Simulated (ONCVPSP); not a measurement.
# Configuration tests for tantalum (ONCV)

```json
{
  "Element": "tantalum",
  "Generator": "ONCVPSP 4.0.1",
  "Type": "optimised norm-conserving Vanderbilt (ONCV)",
  "Functional": "PBE",
  "Relativity": "fully relativistic",
  "Frozen core": "[Kr] 4d10 4f14",
  "Valence charge": "13",
  "Reference configuration": "5s2 5p6 5d3 6s1 6p1",
  "Partial waves": "5s+6s: rc 1.85 bohr, ncon 3, nbas 7, qcut 7.9 1/bohr, 2 projectors; 5p+6p: rc 2.35 bohr, ncon 3, nbas 6, qcut 5.5 1/bohr, 2 projectors; 5d: rc 1.95 bohr, ncon 5, nbas 9, qcut 5 1/bohr, 2 projectors, debl 0.9 Ha",
  "Local potential": "polynomial inside 1.80 bohr (lpopt 5, dvloc0 0 Ha)",
  "Core correction": "Teter function, fcfact 4.5, rcfact 1.2"
}
```

Open shells are filled in proportion to 2j + 1.

Energies are relative to the spin-unpolarised reference configuration 5s2 5p6 5d3 6s1 6p1; without spin polarisation the order of configurations can differ from experiment.

**Question.** Give the all-electron excitation energy and the error of the potential for: 5s2 5p6 5d3 6s2 6p0; 5s2 5p6 5d3 6s1 6p0; 5s2 5p6 5d3 6s0 6p0; 5s2 5p6 5d3 6s1.5 6p0.

**Answer.**

```csv
valence configuration,charge,ΔE all-electron (eV),error AE − PS (meV)
5s2 5p6 5d3 6s2 6p0,0,-4.146,+0.7
5s2 5p6 5d3 6s1 6p0,+1,4.326,+0.9
5s2 5p6 5d3 6s0 6p0,+2,19.300,+9.6
5s2 5p6 5d3 6s1.5 6p0,+0.5,-0.682,+0.4
```

Levels in the configuration 5s2 5p6 5d3 6s2 6p0:

| level | all-electron (eV) | pseudo (eV) |
| --- | --- | --- |
| 5s j=1/2 | -72.835 | -72.818 |
| 5p j=3/2 | -36.938 | -36.932 |
| 5p j=1/2 | -45.687 | -45.676 |
| 5d j=5/2 | -3.367 | -3.368 |
| 5d j=3/2 | -3.952 | -3.952 |
| 6s j=1/2 | -5.446 | -5.447 |
